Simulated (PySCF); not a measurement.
**Correlation energy of Sb(12+) (antimony, charge +12)**

[Kr] 4d3, high-spin 4F determinant. All numbers are calculated (PySCF 2.14, scalar relativity by spin-free X2C-1e, in an uncontracted even-tempered set (21 s from 0.39 bohr⁻², ratio 2.5; 15 p from 0.51 bohr⁻², ratio 2.5; 10 d from 0.51 bohr⁻², ratio 2.5; 4 f from 2.6 bohr⁻², ratio 2.7; 4 g from 3.8 bohr⁻², ratio 2.7)). Frozen: [Ar] 3d10; 11 electrons correlated; the 48 highest virtual orbitals of each spin left out.

MP2 pair energies summed by pair of shells (mhartree):

| pair | energy | share (%) |
| --- | --- | --- |
| 4p-4d | -136.67 | 39.8 |
| 4p-4p | -119.13 | 34.7 |
| 4s-4p | -42.03 | 12.2 |
| 4s-4d | -19.79 | 5.8 |
| 4d-4d | -18.74 | 5.5 |
| 4s-4s | -6.92 | 2.0 |

Total MP2 correlation energy: -343.28 mhartree.

Same-spin part -91.27 and opposite-spin part -252.02 mhartree; SCS-MP2 scales them by 1/3 and 6/5 to -332.84 mhartree.
